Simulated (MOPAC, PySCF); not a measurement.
C3H5N, SMILES `C1C(C=1)N`, neutral singlet in the gas phase. 

Cartesian coordinates (Å):
```xyz
9

N      1.4387    -0.0345     0.0010
C      0.0836    -0.2786     0.4503
C     -0.9425     0.7874     0.3420
C     -1.1120    -0.2217    -0.4555
H      1.9225    -0.9043    -0.1925
H      1.4414     0.5194    -0.8482
H      0.0816    -0.9442     1.3117
H     -1.2519     1.7688     0.6617
H     -1.6690    -0.6672    -1.2628
```
Charge 0, spin multiplicity 1.

All levels are single points at this geometry (B3LYP-D3(BJ)/def2-TZVP); Pople sets use spherical d functions. Orbital energies aren't observables, and empty levels follow the basis.

PBE/6-31G* in PySCF gives HOMO (eV) = -4.57.

**Question.** Estimate the HOMO (eV) from each of these levels: B3LYP-D3(BJ)/def2-TZVP in PySCF; PBE-D3(BJ)/def2-TZVP in PySCF; B3LYP/3-21G in PySCF; BP86/6-31G* in PySCF; HF/STO-3G in PySCF; AM1 in MOPAC; PM3 in MOPAC; PM7 in MOPAC.

**Answer.** 
```csv
level,HOMO (eV)
B3LYP-D3(BJ)/def2-TZVP in PySCF,-6.18
PBE-D3(BJ)/def2-TZVP in PySCF,-5.03
B3LYP/3-21G in PySCF,-5.38
BP86/6-31G* in PySCF,-4.69
HF/STO-3G in PySCF,-7.79
AM1 in MOPAC,-9.60
PM3 in MOPAC,-9.26
PM7 in MOPAC,-9.47
```
